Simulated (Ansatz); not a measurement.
Reaction (ligand exchange at the Al–C bond): `B/C=[CH]/[AlH][SiH3]` + PH₃ → `[SiH3][AlH][PH2]` + `BC=C`

Calculated with Ansatz (gas phase, PBE0-D4/def2-TZVP geometries, no zero-point term in ΔE). CCSD(T)/CBS adds triple-zeta CCSD(T) − MP2 to the extrapolated MP2 energy (def2 sets, frozen cores). This one scheme is used for every species. DFT in def2-TZVPP. Each species was taken in one conformer, which may not be the lowest.

```csv
level,ΔE (kJ/mol),difference from CCSD(T)/CBS
r2SCAN,-57.0,-6.1
PBE0,-59.2,-8.3
HF/def2-TZVPP,-47.7,3.2
SCS-MP2/def2-TZVPP,-45.4,5.5
CCSD/def2-TZVPP,-48.0,2.9
CCSD(T)/def2-TZVPP,-48.2,2.7
HF/def2-QZVPP,-47.6,3.3
MP2/def2-QZVPP,-49.8,1.1
SCS-MP2/def2-QZVPP,-47.0,3.9
MP2/CBS(def2),-51.0,-0.1
CCSD(T)/CBS,-50.9,0
```

Largest T1 diagnostic among the species: 0.014.
